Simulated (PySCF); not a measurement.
# Working out the ionisation energy of Ag+

Ag+ [Kr] 4d10 (1S) → Ag(2+) [Kr] 4d9 (2D). Calculation: PySCF 2.14, in aug-cc-pwCVTZ-PP with ECP28MDF (8s8p7d4f3g, 122 functions); a scalar-relativistic core potential. Frozen: nothing. Energies in hartree (1 hartree = 27.21139 eV):

```
             part  Ag+ (lower)  Ag(2+) (upper)
              UHF  -145.821674     -145.099212
MP2 opposite-spin    -0.511811       -0.462562
    MP2 same-spin    -0.229793       -0.199628
```

Task: What does Hartree-Fock give?

Result: (-145.099212) − (-145.821674) = 0.722462 hartree = 19.659 eV.

Task: What do MP2 and SCS-MP2 (6/5 opposite-spin, 1/3 same-spin) give?

Result: The opposite-spin parts differ by 1.340 eV and the same-spin parts by 0.821 eV. MP2: 19.659 + (1.340) + (0.821) = 21.820 eV. SCS-MP2: 19.659 + 1.2 × (1.340) + (0.821)/3 = 21.541 eV.

Reference: 21.484 eV (measured; NIST Atomic Spectra Database, ionization energies), between the lowest levels; spin-orbit coupling is absent from the calculation.

What remains against the reference includes basis incompleteness and correlation beyond second order.
